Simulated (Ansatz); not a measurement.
Program: Ansatz. Geometries: PBE0-D4/def2-TZVP. ΔE: electronic, gas phase. CBS: MP2 limit from def2 TZ/QZ plus the TZ coupled-cluster correction, frozen cores. DFT in def2-TZVPP. For As outer-core shells are correlated without core-valence functions, which leaves a few kJ/mol of doubt a bond. Scalar relativity is left out up to krypton. Each species was taken in one conformer, which may not be the lowest.

Consider the ligand exchange at a B–C bond: `BCOC` + arsine → `B[AsH2]` + dimethyl ether.

Is it downhill or uphill in electronic energy at CCSD(T)/CBS, and by how much? (Best estimate.)

Computed: Downhill: ΔE = -0.25 eV.

What do these levels give: revPBE-D4, B97M-V, BHLYP-D4, PBE0, CCSD/def2-TZVPP, MP2/def2-QZVPP? (Best estimate.)

The calculation gave: revPBE-D4 -0.21, B97M-V -0.17, BHLYP-D4 -0.18, PBE0 -0.22, CCSD/def2-TZVPP -0.23, MP2/def2-QZVPP -0.27 eV.

What do rigid-rotor, harmonic-oscillator terms from PBE0-D4/def2-TZVP frequencies (298.15 K, 1 bar) make of the CCSD(T)/CBS value? (Estimate.)

The calculation gave: ΔZPE = +0.11 eV, ΔH = -0.14 eV, ΔS = 6 J/(mol·K), ΔG = -0.16 eV.

Largest T1 diagnostic among the species: 0.014.

At CCSD(T), def2-SVP lies +0.07 eV from the extrapolated value and def2-TZVPP +0.01 eV. In def2-TZVPP, CCSD(T) changes the Hartree–Fock value by −0.06 eV (the triples alone add −0.01 eV) and MP2 by −0.09 eV. Leaving LDA and LC-ωPBE aside and taking each functional with its dispersion term where it has one, the values, not all of them listed here, spread over 0.11 eV, from PBE-QIDH to CAM-B3LYP-D4. LDA lies +0.06 eV from PBE without D4.
